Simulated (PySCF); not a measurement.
Delta-SCF ions had no search for a lower state. 

# H$_{3}$Ga, SMILES `[GaH3]` (charge 0, multiplicity 1)

The numbers are results of M06-2X/def2-TZVP // B3LYP-D3(BJ)/def2-TZVP run with PySCF, not measurements.

```
Item                                                                    Result
--------------------------------------  --------------------------------------
HOMO                                                                  -9.71 eV
dipole moment                                                           0.00 D
LUMO                                                                  -1.26 eV
HOMO–LUMO gap                                                          8.45 eV
vertical ionisation energy (Delta-SCF)                                11.23 eV
total energy                                                     -1926.6018 Ha
cost                                    about 14 core-seconds (a rough figure)
```

```xyz
4

Ga     0.0001     0.0000    -0.0002
H      1.5658    -0.1045     0.0072
H     -0.8735    -1.3037    -0.0082
H     -0.6924     1.4082     0.0011
```
Charge 0, spin multiplicity 1.
